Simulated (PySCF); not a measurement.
# Correlation energy of Mg²⁺ (magnesium, charge +2)

[Ne], closed-shell 1S. Calculation: PySCF 2.14, in aug-cc-pVDZ-DK; scalar relativity by spin-free X2C-1e. Frozen: [He] 2s2; 6 electrons correlated.

Total MP2 correlation energy: -1.83 mhartree.

Same-spin part -0.53 and opposite-spin part -1.30 mhartree; SCS-MP2 scales them by 1/3 and 6/5 to -1.74 mhartree.

```csv
level,correlation energy (mhartree)
CCSD,-1.77
(T),-0.03
CCSD(T),-1.80
```

Diagnostics: T1 = 0.00085, D1 = 0.0012, largest double amplitude 0.003.

Question: Is a single reference adequate?

Answer: Yes: T1 lies below 0.03 and no double amplitude reaches 0.07.
